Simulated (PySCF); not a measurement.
**Working out the excitation energy of Sb⁺**

Sb⁺ [Kr] 4d10 5s2 5p2 (3P) → Sb⁺ [Kr] 4d10 5s1 5p2 6s1 (5P). Calculation: PySCF 2.14, in aug-cc-pVTZ-PP with ECP28MDF; a scalar-relativistic core potential. Frozen: 4s2 4p6 4d10. Energies in hartree (1 hartree = 27.21139 eV):

```json
{"part": "UHF", "Sb⁺ (lower)": "-238.962344", "Sb⁺ (upper)": "-238.460126"}
{"part": "CCSD correlation", "Sb⁺ (lower)": "-0.059093", "Sb⁺ (upper)": "-0.020664"}
{"part": "(T)", "Sb⁺ (lower)": "-0.001435", "Sb⁺ (upper)": "-0.000329"}
```

Problem. What does Hartree-Fock give?

Solution. (-238.460126) − (-238.962344) = 0.502218 hartree = 13.666 eV.

Problem. What do CCSD and CCSD(T) give?

Solution. The CCSD correlation energies differ by 0.038429 hartree = 1.046 eV and the triples by 0.001106 hartree = 0.030 eV, so CCSD gives 14.712 eV and CCSD(T) 14.742 eV.
